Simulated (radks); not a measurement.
Q: The table gives one normalised radial function P(r) = r R(r) of Be+ in [He] 2s1 (r in bohr). All-electron calculation, scalar-relativistic Kohn-Sham, PBE, spin-polarised, spherical densities, finite nucleus; open shells are filled with parallel spins first; Fermi nuclear charge, rms radius 2.519 fm. Program: a radial shooting solver on a logarithmic mesh with Libxc functionals.

r,P
0.03533,0.0025
0.04826,0.0045
0.06541,0.0081
0.08936,0.0143
0.1221,0.0252
0.1668,0.0433
0.226,0.0718
0.3088,0.1168
0.4218,0.1827
0.5717,0.2701
0.781,0.3809
1.067,0.4991
1.458,0.6053
1.976,0.6385
2.699,0.5463
3.687,0.3595
4.997,0.1733
6.827,0.0511

Which n and l does it have? It may be an empty orbital.

A: n = 2, l = 1: the number of nodes gives n - l - 1 = 0, the rise at small r (about r^(l+1)) gives l, and the extent must fit the shell. The curve is that of 2p up; the table hardly tells the two spins apart. 2p up (empty): eigenvalue -10.445 eV, 0 radial nodes, <r> = 2.35 bohr, 90 % of the charge inside 3.80 bohr.
